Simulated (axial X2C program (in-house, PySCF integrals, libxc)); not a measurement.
Low determinants of HgB⁺ at the PBE0 level, 2c

Calculated with an in-house all-electron X2C program for linear molecules (integrals from PySCF). Two-component (2c) means X2C with spin–orbit coupling and atomic mean-field two-electron Coulomb and Gaunt terms. Basis: Hg dyall-cv3z [13s14p9d6f4g], B dyall-v3z [7s6p2d1f] (cores contracted in-house); Gaussian nuclei, density fitting, unrestricted open shells. Masses: Hg 201.971 u, B 11.009 u.

Search at 2.344 Å (vertical energies from the lowest determinant):

```
ΔE (eV)  state  electrons beyond evenly filled partner blocks  electrons in ±ω = 1/2, 3/2, 5/2, 7/2
   0.00  Ω = 0                                           none                            48 24 10 2
   1.90  Ω = 2                               ω = 1/2, ω = 3/2                            47 25 10 2
   2.27  Ω = 1                                    2 × ω = 1/2                            48 24 10 2
   2.48  Ω = 1                              ω = -1/2, ω = 3/2                            47 25 10 2
```

Lowest determinant, Ω = 0 (closed shell): Re = 2.336 Å, ωe = 324.6 cm⁻¹.

The determinant in row 2 of the search, Ω = 2 (⟨Sz⟩ = 1.00, ⟨Lz⟩ = 1.00 at PBE0), was followed along the bond at PBE0; measured from the minimum of the lowest determinant it gives:

Te = 1.739 eV (14026 cm⁻¹), Re = 2.117 Å, ωe = 487.2 cm⁻¹.

(1) Compare the bond of the determinant in row 2 with that of the lowest one.

The search compares states at one distance, so a state with another bond length can lie lower; it is not exhaustive and yields mostly the lowest determinant of each block pattern, so other components and higher states of one pattern are missing. A followed state lies above the atoms to which the lowest one dissociates. These are energies of single determinants, not of spin-adapted states; PBE0 term energies can be off by some tenths of an eV, and the functional has no current term. Open-shell Ω = 0 determinants with evenly filled partner blocks cannot be reached by this program, so the Ω shown need not be the lowest component.

## Answers

(1) At PBE0 its Re is 0.219 Å shorter and its force constant, which goes as ωe², is 2.25 times that of the lowest determinant. T0 ≈ Te + Δωe/2 = 14026 + (81) = 14107 cm⁻¹.
